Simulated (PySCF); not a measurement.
A calculated (PBE0, PySCF 2.14, cc-pVDZ, the non-relativistic Hamiltonian (point nucleus)) atom or ion has these occupied shells.

| shell | electrons | orbital energy (eV) | rms radius, mean of both spins (bohr) |
| --- | --- | --- | --- |
| 1s α | 1 | -6986.5 | 0.0684 |
| 1s β | 1 | -6986.4 | 0.0684 |
| 2s α | 1 | -831.45 | 0.292 |
| 2s β | 1 | -829.15 | 0.292 |
| 2p α | 3 | -717.67 | 0.262 |
| 2p β | 3 | -715.75 | 0.262 |
| 3s α | 1 | -108.30 | 0.881 |
| 3s β | 1 | -102.56 | 0.881 |
| 3p α | 3 | -74.546 | 0.938 |
| 3p β | 3 | -68.418 | 0.938 |
| 3d α | 5 | -20.044 | 1.24 |
| 3d β | 1 | -15.940 | 1.24 |
| 4s α | 1 | -13.540 | 2.91 |

**Question.** Name the element and its charge.

**Answer.** Fe⁺ (iron, charge +1), in [Ar] 3d6 4s1, high-spin 6D determinant.
